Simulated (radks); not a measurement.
Tl4+, configuration [Kr] 4d10 4f14 5s2 5p5.5 5d9 6d0.5 (fractional occupations, a model configuration).

Method: scalar-relativistic Kohn-Sham, PBE, spin-polarised, spherical densities, finite nucleus; open shells are filled with parallel spins first (spin-orbit coupling, left out, can overturn this in heavy ions); Fermi nuclear charge, rms radius 5.4759 fm; computed with a radial shooting solver on a logarithmic mesh with Libxc functionals.

Energy parts (eV):
part                       energy
total                  -550619.27
kinetic                 619788.19
electron-nucleus      -1368889.72
Hartree                 208727.45
exchange-correlation    -10245.20

Orbitals (lengths in bohr, moments of r in powers of bohr; <r^-3> diverges for s and p1/2; r(max) is where P^2 peaks):
orbital	occ.	eigenvalue (eV)	r(max)	<r^2>	<r^-3>	<1/r>
1s up	1	-85634.11	0.01004	0.0003690	-	99.38
1s down	1	-85634.03	0.01003	0.0003690	-	99.38
2s up	1	-15291.71	0.05815	0.005606	-	23.33
2s down	1	-15291.56	0.05815	0.005606	-	23.33
2p up	3	-13164.74	0.04832	0.004755	28140	20.59
2p down	3	-13164.58	0.04832	0.004755	28140	20.59
3s up	1	-3690.108	0.1639	0.03608	-	8.650
3s down	1	-3690.016	0.1639	0.03608	-	8.650
3p up	3	-3077.562	0.1638	0.03727	6498	7.850
3p down	3	-3077.458	0.1638	0.03727	6498	7.850
3d up	5	-2441.583	0.1334	0.03088	795.3	7.374
3d down	5	-2441.446	0.1334	0.03088	795.3	7.374
4s up	1	-864.3403	0.3689	0.1731	-	3.720
4s down	1	-864.1448	0.3689	0.1731	-	3.719
4p up	3	-663.4284	0.3889	0.1980	1587	3.349
4p down	3	-663.2375	0.3890	0.1980	1586	3.349
4d up	5	-427.5271	0.3954	0.2231	171.1	3.009
4d down	5	-427.3046	0.3954	0.2230	171.1	3.009
4f up	7	-166.4724	0.3579	0.2620	34.20	2.607
4f down	7	-166.1782	0.3579	0.2612	34.26	2.609
5s up	1	-182.6770	0.8070	0.8531	-	1.557
5s down	1	-181.5238	0.8061	0.8517	-	1.560
5p up	3	-127.2724	0.9013	1.113	292.4	1.338
5p down	2.5	-126.0081	0.9005	1.113	293.3	1.339
5d up	5	-64.1853	1.089	1.859	21.31	1.021
5d down	4	-62.9575	1.090	1.870	21.21	1.018
6d up	0.5	-23.5646	3.069	12.35	3.239	0.3834

The highest occupied level is 6d up at -23.565 eV. The spin density at the nucleus is -8.655 e/bohr^3 (1s -1.520, 2s -0.786, 3s 0.591, 4s 1.822, 5s -8.761). Spin moment in Bohr magnetons: 2. The density falls to 0.001 e/bohr^3 at r = 3.73 bohr. Summed over all electrons, <r^2> = 38.85 bohr^2, which gives a Langevin (diamagnetic) susceptibility term of -30.8 x 10^-6 cm^3/mol.
